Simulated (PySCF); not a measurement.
**Where the electron goes**

Compound: TMS-CH2F, C₄H₁₁FSi.
SMILES with atom numbers: `[CH3:1][Si:2]([CH3:3])([CH3:4])[CH2:5][F:6]` (hydrogens: H7, H8, H9 on C1; H10, H11, H12 on C3; H13, H14, H15 on C4; H16, H17 on C5)

Structure used (PBE0-D3(BJ)/def2-SVP), in Å, numbered top down from 1:
```xyz
17
C4H11FSi angstrom
C     -0.657   -1.805    0.211
Si    -0.016   -0.052   -0.029
C     -1.162    0.949   -1.129
C      1.722   -0.052   -0.737
C      0.062    0.829    1.660
F      0.555    2.114    1.463
H     -0.716   -2.323   -0.760
H      0.007   -2.393    0.863
H     -1.665   -1.812    0.654
H     -0.829    1.999   -1.156
H     -1.170    0.565   -2.161
H     -2.198    0.933   -0.753
H      2.113    0.977   -0.765
H      1.741   -0.453   -1.763
H      2.408   -0.658   -0.123
H     -0.933    0.903    2.135
H      0.724    0.303    2.372
```

Method: TDDFT wB97X-D/def2-SVPD, vertical, gas phase, core orbitals frozen in the response in PySCF 2.14.0, density-fitted response routines.

Frontier orbitals with the atoms that hold most of them (Löwdin shares over 4%, at most four atoms; ? is withheld):

| orbital | ε (eV) | atoms |
| --- | --- | --- |
| LUMO+2 | 3.08 | C5 22%, H17 15%, H16 13%, F6 8% |
| LUMO+1 | 2.67 | F6 14%, C1 13%, C5 10%, H16 7% |
| LUMO | 2.08 | ? |
| HOMO | -9.95 | C5 32%, F6 22%, Si2 17%, C1 5% |
| HOMO-1 | -10.43 | ? |
| HOMO-2 | -10.58 | C1 34%, Si2 21%, C4 12%, C3 11% |
| HOMO-3 | -11.70 | F6 47%, C5 23%, H16 10%, H17 10% |

(1) Give the leading atoms of the LUMO.

(2) Which atoms hold the HOMO-1, and with what shares?

(3) The HOMO–LUMO gap is 12.03 eV. Where does the response calculation put the lowest singlet, and from which orbitals?

(4) One configuration dominates each of S2, S3, S4 and S5. Which, and how do the shares of the two leading atoms of either orbital change from the occupied to the empty one?

Results:

(1) Si2 (bonded to 4 C) 19%; C1 (bonded to Si and 3 H) 13%; C3 (bonded to Si and 3 H) 7%; C4 (bonded to Si and 3 H) 7%. By element: carbon 27% or more, silicon 19%.

(2) C3 (bonded to Si and 3 H) 26%; C4 (bonded to Si and 3 H) 26%; Si2 (bonded to 4 C) 20%; H15 (bonded to C) 4%. By element: carbon 51% or more, silicon 20%, hydrogen 4% or more.

(3) S1 is at 7.93 eV (f = 0.029), 4.09 eV below the gap, made of HOMO→LUMO+1 (67%), HOMO→LUMO (9%). Its leading pair isn't HOMO and LUMO; the energies of that pair differ by 12.62 eV. 

(4) 
- S2 (8.10 eV, f 0.038), HOMO→LUMO (74%): C5 32% → at most 8%, F6 22% → at most 8%, Si2 17% → 19%, C1 5% → 13%
- S3 (8.47 eV, f 0.104), HOMO-1→LUMO (83%): C3 26% → 7%, C4 26% → 7%, Si2 20% → 19%, C1 at most 5% → 13%
- S4 (8.51 eV, f 0.089), HOMO-2→LUMO (85%): C1 34% → 13%, Si2 21% → 19%
- S5 (8.95 eV, f 0.016), HOMO-1→LUMO+1 (76%): C3 26% → at most 8%, C4 26% → at most 8%, F6 at most 5% → 14%, C1 at most 5% → 13%

Löwdin shares depend on the basis, the more so with diffuse functions.

On x86-64 server, one thread, on a shared host, this took 1.9 min wall (grids of density and orbitals included).
